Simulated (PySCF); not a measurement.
C2H3ClF2Si, SMILES F/C=C\[Si@H](F)Cl. Geometry: PBE0-D3(BJ)/def2-SVP. The structure was generated by enumeration; whether it is a known compound was not checked. Other conformers were not sampled.

Give the equilibrium geometry at PBE0-D3(BJ)/def2-SVP (PySCF confirms it by a frequency run) as Cartesian coordinates in Å. (Estimate from the structure and the level; the computed values follow.)

One answer among several that fit: 
```xyz
9

F     -2.4166    -1.0249    -0.9259
C     -2.3214     0.0574    -0.1650
C     -1.1619     0.4944     0.3243
Si     0.4687    -0.3086     0.0059
F      0.9266    -1.1623     1.3040
Cl     1.8685     1.1756    -0.2482
H     -3.2984     0.5255    -0.0010
H     -1.2075     1.3968     0.9413
H      0.4889    -1.2129    -1.1621
```
Charge 0, spin multiplicity 1.
